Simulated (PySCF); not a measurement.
Distorted geometries of WH4

WH4 (triplet). PySCF 2.14.0, UKS PBE, W def2-SVP with ECP60, H def2-SVP; non-relativistic Hamiltonian with scalar-relativistic core potentials where named; density fitting; no spin-orbit coupling. Relaxed geometry:

```xyz
5

W     0.0000    0.0000    0.0000
H     0.9888    0.9888    0.9888
H    -0.9888   -0.9888    0.9888
H     0.9888   -0.9888   -0.9888
H    -0.9888    0.9888   -0.9888
```

Question: Order these distorted geometries by energy above the relaxed one, lowest first.
A.
```xyz
5

W     0.0874   -0.0162   -0.0381
H     1.0706    1.0786    0.9952
H    -1.0303   -0.9954    1.0540
H     0.9408   -0.9785   -0.9267
H    -1.0685    0.9114   -1.0844
```
B.
```xyz
5

W    -0.0360   -0.0862   -0.1233
H     0.9778    0.9890    1.0602
H    -0.9697   -0.9990    1.0357
H     1.0216   -1.0093   -0.9940
H    -0.9937    1.1055   -0.9787
```
C.
```xyz
5

W    -0.0270    0.0502   -0.0558
H     0.9253    0.9106    1.0068
H    -0.9124   -1.0013    1.0828
H     1.0239   -0.9863   -0.9833
H    -1.0099    1.0267   -1.0506
```

Answer: C (0.10 eV), B (0.31 eV), A (0.43 eV).

Question: Which forces (eV/Å) act in the one that lies 0.10 eV up?

Answer: 
```
W   -0.24 -1.51  0.27
H    0.37  0.52  0.31
H    0.27  0.56 -0.67
H   -0.27  0.31  0.13
H   -0.12  0.12 -0.04
```
Forces carry noise of the integration grid, about 0.01 to 0.03 eV/Å.

Open shells may have lower solutions than the one found.
